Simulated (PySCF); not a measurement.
# Bond length, frequency and bond energy of SnCl⁺ by level of theory

State: ¹Σ⁺ (singlet), closed shell. Set-up: basis Sn cc-pVDZ-PP with ECP28, Cl cc-pV(D+d)Z; scalar-relativistic core potentials; PySCF 2.14. De refers to Sn⁺ + Cl in their high-spin ground configurations, without counterpoise correction. A positive dipole points towards Cl; it is taken about the centre of mass and depends on that origin.

```json
{"Level": "RHF", "Re (Å)": "2.286", "ωe (cm⁻¹)": "429", "De (eV)": "2.55", "μ (D)": "-3.46"}
{"Level": "RHF-MP2", "Re (Å)": "2.287", "ωe (cm⁻¹)": "430", "De (eV)": "3.79", "μ (D)": "n/a"}
{"Level": "RHF-SCS-MP2", "Re (Å)": "2.291", "ωe (cm⁻¹)": "426", "De (eV)": "3.65", "μ (D)": "n/a"}
{"Level": "RHF-CCSD", "Re (Å)": "2.292", "ωe (cm⁻¹)": "425", "De (eV)": "3.52", "μ (D)": "n/a"}
{"Level": "RHF-CCSD(T)", "Re (Å)": "2.298", "ωe (cm⁻¹)": "418", "De (eV)": "3.65", "μ (D)": "n/a"}
{"Level": "PBE", "Re (Å)": "2.313", "ωe (cm⁻¹)": "401", "De (eV)": "4.32", "μ (D)": "-2.67"}
{"Level": "r²SCAN", "Re (Å)": "2.294", "ωe (cm⁻¹)": "416", "De (eV)": "4.18", "μ (D)": "-2.76"}
{"Level": "PBE0", "Re (Å)": "2.290", "ωe (cm⁻¹)": "420", "De (eV)": "4.04", "μ (D)": "-2.92"}
{"Level": "r²SCAN0", "Re (Å)": "2.280", "ωe (cm⁻¹)": "428", "De (eV)": "3.94", "μ (D)": "-2.94"}
{"Level": "M06", "Re (Å)": "2.296", "ωe (cm⁻¹)": "420", "De (eV)": "4.47", "μ (D)": "-3.08"}
{"Level": "HSE06", "Re (Å)": "2.291", "ωe (cm⁻¹)": "419", "De (eV)": "4.07", "μ (D)": "-2.89"}
{"Level": "M06-2X", "Re (Å)": "2.297", "ωe (cm⁻¹)": "419", "De (eV)": "3.78", "μ (D)": "-3.26"}
```

The bond length runs from 2.280 Å (r²SCAN0) to 2.313 Å (PBE). De spans 2.55 eV (RHF, mean field) to 4.47 eV (M06, hybrid meta-GGA). Correlation at CCSD(T) changes the Hartree–Fock bond energy by +1.10 eV; the triples alone change it by +0.13 eV.

Correlated steps freeze 9 core orbitals. Correlated levels converge slowly with the basis: in double zeta they bind strong bonds too weakly, by up to about 1 eV, and carry superposition errors of some tenths. These are scalar-relativistic numbers at best; spin–orbit coupling would shift them, the dissociation energy most. For an ion De counts to the pair picked by the measured ionisation energies or electron affinities, which need not be the lowest pair at this level. Where the molecule has an RHF reference, its open-shell atoms are computed with UHF.
